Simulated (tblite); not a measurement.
C₄H₉BO.
Cartesian coordinates in Å at the GFN2-xTB level; atoms count from 1:
```
atom  x, y, z in Å
C1     0.3748    1.5043   -0.9175
C2    -0.0313    0.4713   -0.1624
B3    -1.4423    0.4450    0.5075
C4    -1.8607   -0.7901    1.3760
O5     0.7412   -0.6333    0.0851
C6     2.0267   -0.6958   -0.4782
H7     1.3357    1.5699   -1.4003
H8    -0.2840    2.3385   -1.0688
H9    -2.1521    1.3595    0.3373
H10   -1.1517   -0.9361    2.1904
H11   -1.8014   -1.7042    0.7861
H12   -2.8578   -0.7285    1.8037
H13    2.4505   -1.6454   -0.1544
H14    1.9872   -0.6714   -1.5731
H15    2.6608    0.1243   -0.1231
```

All values are computed: GFN2-xTB (tblite) harmonic vibrations without scaling, gas phase. Against measured fundamentals such values can be off by several per cent, at times by over 20. Modes of hydrogen on boron can be 10 to 20 % off. One conformer, not necessarily the lowest. The optimisation stopped once no atom felt more than 0.01 eV/Å.

Lowest wavenumbers of the output (negative numbers stand for imaginary wavenumbers):
```
mode    cm-1
  1     -63.3
  2      65.4
  3     139.3
  4     154.9
  5     250.7
  6     333.6
  7     394.3
  8     424.1
```

**Question.** Is this structure a minimum?

**Answer.** No. 1 mode is imaginary beyond 20i (63i cm⁻¹), so at this level the point lies at or near a first-order saddle.

**Question.** Which atoms move in the imaginary mode?

**Answer.** 63i: H10 (methyl hydrogen) 37 %, H11 (methyl hydrogen) 36 %, H12 (methyl hydrogen) 24 %. These are shares of the mass-weighted motion.

**Question.** What is the remedy?

**Answer.** Step along that mode in both directions, optimise again with tighter thresholds and repeat the frequencies. The zero-point energy of this point (76.0 kcal/mol) counts the 38 real modes alone, and thermal corrections from it aren't those of a minimum.
